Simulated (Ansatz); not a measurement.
```yaml
crystal:
  periodic: [false, false, false]
  atoms:
    - {symbol: C, position_ang: [1.864628, -1.225974, -0.995903]}
    - {symbol: N, position_ang: [0.812136, -0.245546, -0.868450]}
    - {symbol: C, position_ang: [0.528843, 0.720410, -1.802881]}
    - {symbol: C, position_ang: [-0.515567, 1.426957, -1.319581]}
    - {symbol: N, position_ang: [-0.835896, 0.868784, -0.106105]}
    - {symbol: C, position_ang: [-1.904523, 1.326620, 0.750338]}
    - {symbol: C, position_ang: [-0.023344, -0.170442, 0.192681]}
    - {symbol: Cu, position_ang: [-0.043325, -1.253074, 1.721490]}
    - {symbol: O, position_ang: [-0.119753, -2.370294, 3.121160]}
    - {symbol: H, position_ang: [2.834363, -0.733651, -1.086490]}
    - {symbol: H, position_ang: [1.694911, -1.856352, -1.870428]}
    - {symbol: H, position_ang: [1.856236, -1.844766, -0.099786]}
    - {symbol: H, position_ang: [1.083001, 0.824031, -2.720341]}
    - {symbol: H, position_ang: [-1.047891, 2.266513, -1.733493]}
    - {symbol: H, position_ang: [-1.929500, 0.682010, 1.627737]}
    - {symbol: H, position_ang: [-2.861903, 1.264989, 0.230234]}
    - {symbol: H, position_ang: [-1.727795, 2.357047, 1.063676]}
    - {symbol: H, position_ang: [0.335380, -2.037253, 3.896164]}
basis:
  gaussian: {orbitals: cc-pVTZ-DK}
magnetization: {spin_polarized: true, initial_magnetization: 3}
hamiltonian: {xc: {name: LC-wPBE}}
output: {forces: true}
```

```sh
$ ansatz run in.yaml --threads 4 --pin off --events-out ev --progress --plain --max-ram 66560MiB --backend cuda --devices 0, --max-vram 37GiB
```

Output, abridged:

```
Error: a molecule whose nuclei and cores have a total charge of 90 cannot have a net charge of 0 together with 3 unpaired electrons
```

**Question.** What is wrong with this run?

**Answer.** The number of unpaired electrons doesn't fit the electron count. The input was rejected before any iteration.
